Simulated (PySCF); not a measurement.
1,3-azasiletidine (C2H7NSi), SMILES C1NC[SiH2]1. Geometry: PBE0-D3(BJ)/def2-SVP.

Question: Give the equilibrium geometry at PBE0-D3(BJ)/def2-SVP (PySCF confirms it by a frequency run) as Cartesian coordinates in Å, and its point group. (The exact figures need the calculation; the answer reports its results.)

Answer: point group Cs.
```xyz
11

C     -0.4438     0.1252    -1.1607
N     -1.2480    -0.2691     0.0000
C     -0.4438     0.1252     1.1607
Si     1.0537    -0.0399     0.0000
H     -0.5517    -0.5423    -2.0309
H     -0.5924     1.1719    -1.5025
H     -2.2168     0.0442     0.0000
H     -0.5924     1.1719     1.5025
H     -0.5517    -0.5423     2.0309
H      2.1097     1.0190     0.0000
H      1.7051    -1.3828     0.0000
```
